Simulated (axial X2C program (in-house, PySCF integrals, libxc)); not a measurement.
# Potential curves of NaGe, two-component

Calculated with an in-house relativistic program for diatomic molecules. Two-component (2c) means X2C with spin–orbit coupling and atomic mean-field two-electron Coulomb and Gaunt terms. Basis: Ge dyall-cv3z [9s9p7d4f1g], Na dyall-cv3z [9s8p5d2f] (cores contracted in-house); Gaussian nuclei, density fitting, unrestricted open shells. Masses: Ge 73.921 u, Na 22.990 u.

State: Ω = 3/2 (⟨Sz⟩ = 1.50, ⟨Lz⟩ = 0.00 at HF). Energies in cm⁻¹ from the lowest point of each curve. Fits are polynomials in 1 − R0/R over 0.85 to 1.23 times the lowest point R0.

```
 R (Å)    HF
2.3855  2634
2.4952  1199
2.5775   542
2.6597   162
2.7420     0
2.8380    24
2.9339   220
3.0573   651
3.2081  1351
3.4275  2520
```

The state is one determinant whose occupation by symmetry is held fixed; it was picked as the lowest of a PBE0 search that is not exhaustive. PBE0 can misorder states that lie within some tenths of an eV, so this need not be the ground state of the molecule. The nearest other 2c determinant of the search, Ω = 1/2, lies 0.45 eV up at the distance of the search. With several unpaired electrons one determinant need not be a pure state. This is the top spin component of a Σ state; components of lower Ω are not single determinants and can lie lower.

**Question.** What are Re and ωe at the HF level?

**Answer.** At HF, 2c: Re = 2.778 Å, ωe ≈ 208 cm⁻¹; Be follows as 0.125 cm⁻¹.
